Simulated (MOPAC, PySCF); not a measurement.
[Hf(NH2)(H)3], neutral singlet in the gas phase. 

Z-matrix (Å, degrees):
```
Hf
N 1 2.0030
H 2 1.0217 1 124.65
H 2 1.0219 3 108.26 1 179.79
H 1 1.8592 2 105.97 3 -62.60
H 1 1.8607 5 108.13 2 -114.27
H 1 1.8642 5 112.14 6 -125.12
```
Charge 0, spin multiplicity 1.

All levels are single points at this geometry (r2SCAN-D4/def2-SVP); Pople sets use spherical d functions. Orbital energies aren't observables, and empty levels follow the basis.

```tsv
level	HOMO (eV)	LUMO (eV)	gap (eV)	dipole (D)	vertical IE, Delta-SCF (eV)
TPSSh-D3(BJ)/def2-TZVP in PySCF	-7.23	-1.91	5.31	2.12	–
B3LYP/6-311+G** (LANL2DZ on Hf) in PySCF	-7.79	-2.06	5.73	2.04	–
B3LYP/LANL2DZ in PySCF	-7.75	-2.03	5.72	2.41	–
M06-2X/6-31G* (LANL2DZ on Hf) in PySCF	-9.21	-1.09	8.13	2.40	–
SVWN5/6-31G* (LANL2DZ on Hf) in PySCF	-6.70	-3.02	3.68	2.67	–
PM7 in MOPAC	-10.43	1.75	12.18	1.63	–
```
